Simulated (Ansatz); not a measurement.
Gas-phase reaction R1 + R2 → P1, each structure at its B3LYP-D3(BJ)/def2-TZVP stationary point, reached from a drawn start (curvature not checked).
R1, OTi (SMILES [O]=[Ti]) (charge 0, multiplicity 3, Z-matrix in Å and degrees):
```
Ti
O 1 1.6125
```
P1, H2O2Ti (SMILES [OH][Ti][OH]) (charge 0, multiplicity 3):
```xyz
5

Ti     0.04125    -0.04827    -0.30791
O      1.74212    -0.43638     0.22648
H      2.56898    -0.60240     0.67418
O     -1.72276     0.41369    -0.37062
H     -2.62949     0.67346    -0.22203
```
R2, H2O (SMILES O) (charge 0, multiplicity 1):
```csv
atom,x (Å),y (Å),z (Å)
O,0.0000,0.0000,0.3896
H,0.0000,0.7650,-0.1949
H,0.0000,-0.7650,-0.1949
```

P less R. No zero-point or thermal terms; singlets are restricted closed shells; open shells are unrestricted; no spin–orbit coupling. The spin states of the d-block species are the ones drawn and need not be the lowest.

Cores are frozen in the correlated methods.

Codes used: Ansatz (Gaussian basis) for Hartree–Fock, density functionals and correlated methods. All values are computed, each at the level named.

**Question.** One of these levels gives -207.2 kJ/mol for the reaction energy. Which one is it?
A) BLYP/def2-TZVPP
B) B97M-V/def2-TZVPP
C) CCSD/def2-TZVPP

**Answer.** A, BLYP/def2-TZVPP. The others give -235.9 (B97M-V/def2-TZVPP), -261.1 (CCSD/def2-TZVPP)

Ansatz is a first-principles code.
